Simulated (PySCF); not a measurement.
Ta(O)(OH)3 (H₃O₄Ta), SMILES [O]=[Ta]([OH])([OH])[OH], multiplicity 1.

Geometry: B3LYP-D3(BJ)/def2-SVP. The multiplicity is an assumed one; other spin states were not compared. The def2 effective core potentials stand for the cores of Ta; spin–orbit coupling is left out. The values are those of a single conformer.

Two levels are set side by side: PBE/def2-TZVP (PySCF) and B3LYP/def2-TZVP (PySCF). Same geometry, gas phase. Differences are taken from unrounded values.

```tsv
quantity	PBE
orbital gap (eV)	6.59
highest occupied level (eV)	-7.61
lowest empty level (eV)	-1.02
dipole moment (D)	0.20
mean polarisability (bohr³)	51.7
```

**Question.** These are the PBE values. What does B3LYP give? (An estimate is asked for; the answer gives what the named calculation found.)

**Answer.** 
| quantity | B3LYP | PBE minus B3LYP |
|---|---|---|
| orbital gap (eV) | 8.29 | -1.70 |
| highest occupied level (eV) | -8.92 | 1.31 |
| lowest empty level (eV) | -0.63 | -0.39 |
| dipole moment (D) | 0.27 | -0.06 |
| mean polarisability (bohr³) | 49.4 | 2.4 |

PBE's occupied levels lie high since its potential decays too fast outside the molecule; exact exchange lowers them and widens the gap. Loosely held outer electrons make PBE densities more polarisable. Differences between two approximate levels are no errors against the true value.

Rough cost on one machine, each run with all the roots and properties that it gave: B3LYP against PBE within a factor of 2.
